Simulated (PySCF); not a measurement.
Calculation: PySCF with PBE0-D3(BJ)/def2-TZVP. Gas-phase values, no solvent. One relaxed conformer stands for a flexible species; it need not be the lowest. Excitations are Tamm–Dancoff values on a coarser integration grid. The basis has no diffuse functions, so Rydberg states are missing or too high.

Reference species (SMILES): `C=[SiH2]` (neutral, multiplicity 1).

```
Item                                          Result
-------------------------------------------  -------
T1 excitation (TDA)                          2.58 eV
HOMO–LUMO gap                                5.39 eV
brightest of the four lowest singlets (TDA)  5.60 eV
```

Changed species: `C=[SiH]SC` (C–Si–S–C torsion 0°) (X = methylthio; the reference has X = H).

**Question.** What does the change do to the T1 excitation (TDA), HOMO–LUMO gap and brightest of the four lowest singlets (TDA)?

**Answer.** the T1 excitation (TDA) rises by 0.32 eV, to 2.90 eV; the HOMO–LUMO gap goes up by 0.02 eV, to 5.41 eV; the brightest of the four lowest singlets (TDA) falls by 0.33 eV, to 5.27 eV.
